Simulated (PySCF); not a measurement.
B(Cl)2(SiH3) (BCl2H3Si), SMILES [SiH3]B(Cl)Cl. Atoms are numbered in the order given.

```xyz
7

B      0.0515    -0.0501     0.0670
Cl     1.6974    -0.2357    -0.4996
Cl    -0.4031    -0.8313     1.5625
Si    -1.2541     1.0341    -1.0306
H     -2.5688     1.1796    -0.3427
H     -1.4577     0.3481    -2.3417
H     -0.6761     2.3856    -1.2911
```

Geometry optimised at ωB97X-D3(BJ)/def2-SVP.

Level of theory: PBE0/pcSseg-1 (PySCF).

GIAO shieldings, no solvent; atoms listed in one row are averaged. δ = σ(ref) − σ: ¹¹B against BF3 (σ = 88.8 ppm); ³⁵Cl against HCl (σ = 945.9 ppm); ²⁹Si against TMS (σ = 352.7 ppm); ¹H against TMS (σ = 31.56 ppm), references at their B3LYP-D3(BJ)/def2-TZVP geometries, non-relativistic (without spin–orbit terms, shifts of atoms bonded to Cl or Br come out too high).

Q: Estimate the chemical shifts. (An estimate is asked for; the answer gives what the named calculation found.)

A: 
| nucleus | atoms | count | δ (ppm) |
|---|---|---|---|
| ¹¹B | B1 | 1 | 66.2 |
| ³⁵Cl | Cl3 | 1 | 408.5 |
| ³⁵Cl | Cl2 | 1 | 395.6 |
| ²⁹Si | Si4 | 1 | -96.0 |
| ¹H | H5, H6, H7 | 3 | 3.99 |
